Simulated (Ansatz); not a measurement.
A structure drawn as `CBC1=CB1`, with this starting geometry:

Cartesian coordinates in Å:
```
C -1.810 -0.291 -0.227
B -0.376 -0.874 -0.264
C 0.804 0.062 0.103
C 1.363 1.295 0.442
B 2.312 0.249 0.235
H -2.575 -1.145 -0.470
H -1.953 0.516 -0.916
H -2.047 -0.005 0.825
H -0.193 -2.010 -0.618
H 1.084 2.351 0.734
H 3.393 -0.150 0.156
```

The species carries charge 0 and has multiplicity 1.

Problem. Does it keep its bonds when Ansatz relaxes it at PBE-D4/def2-SVP and then PBE0-D4/def2-TZVP?

Solution. Yes, every drawn bond is still there and no new one forms.

Problem. Give the relaxed structure. (Estimate.)

Solution. The calculation gave: 
Z-matrix (Å, degrees):
```
C
B 1 1.562
H 1 1.097 2 108.4
H 1 1.095 2 110.3 3 -114.4
H 1 1.090 2 115.2 3 121.7
C 2 1.495 1 123.2 3 -122.1
H 2 1.201 1 119.8 3 61.4
B 6 1.508 2 144.4 1 -88.5
C 6 1.357 2 155.8 1 91.5
H 8 1.180 6 147.8 2 -0.1
H 9 1.081 6 135.0 2 0.1
```
All modes are real.

Atoms count as bonded under 1.1 times the sum of their covalent radii (H–H under 0.85 Å, pairs among N, O and F under 1.55 Å), and a drawn bond as lost past 1.3 times.
